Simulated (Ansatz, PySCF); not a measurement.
C4H7O2, SMILES [CH]1COCCO1, multiplicity 2. Atoms are numbered in the order given.

```xyz
13

C      0.5795     1.2620     0.1041
C      1.3920     0.0404    -0.1678
O      0.6293    -0.9933    -0.7413
C     -0.5202    -1.2357     0.0226
C     -1.3811     0.0080     0.0850
O     -0.6599     1.0992     0.6274
H      1.0646     2.1796     0.4483
H      1.8570    -0.3343     0.7783
H      2.2165     0.2758    -0.8578
H     -1.0723    -2.0601    -0.4530
H     -0.2462    -1.5519     1.0513
H     -1.7207     0.2682    -0.9341
H     -2.2616    -0.1434     0.7259
```
Charge 0, spin multiplicity 2.

The structure is a stationary point at PBE0-D3(BJ)/def2-SVP. The isomer is the one that the SMILES or the coordinates give; other isomers of the formula were not compared. Other conformers were not sampled.

Two levels are set side by side: PBE-D3(BJ)/def2-SVP (Ansatz, a program for electronic structure) and PBE0-D3(BJ)/def2-SVP (Ansatz). Each level has its own optimised geometry; the coordinates shown are those of the second. Frequencies come from the Hessian of PySCF at each geometry. Differences are taken from unrounded values.

| quantity | PBE0-D3(BJ) | PBE-D3(BJ) | PBE-D3(BJ) minus PBE0-D3(BJ) |
|---|---|---|---|
| mean bond length (Å) | 1.255 | 1.266 | 0.011 |
| bond C1–C2 (Å) | 1.492 | 1.498 | 0.005 |
| bond C1–O6 (Å) | 1.355 | 1.368 | 0.013 |
| bond C2–O3 (Å) | 1.407 | 1.424 | 0.017 |
| bond O3–C4 (Å) | 1.401 | 1.416 | 0.015 |
| bond C4–C5 (Å) | 1.514 | 1.524 | 0.010 |
| bond C5–O6 (Å) | 1.416 | 1.434 | 0.018 |
| bond C1–H7 (Å) | 1.094 | 1.102 | 0.009 |
| bond C2–H8 (Å) | 1.119 | 1.131 | 0.012 |
| bond C2–H9 (Å) | 1.101 | 1.109 | 0.009 |
| bond C4–H10 (Å) | 1.100 | 1.109 | 0.009 |
| bond C4–H11 (Å) | 1.111 | 1.120 | 0.010 |
| bond C5–H12 (Å) | 1.105 | 1.114 | 0.009 |
| bond C5–H13 (Å) | 1.100 | 1.108 | 0.009 |
| highest harmonic wavenumber (cm⁻¹) | 3214 | 3118 | -97 |
| mean harmonic wavenumber (cm⁻¹) | 1455 | 1399 | -56 |
| zero-point energy (kcal/mol) | 68.66 | 66.00 | -2.66 |

Exact exchange shortens and stiffens bonds; PBE has none. Differences between two approximate levels are no errors against the true value.
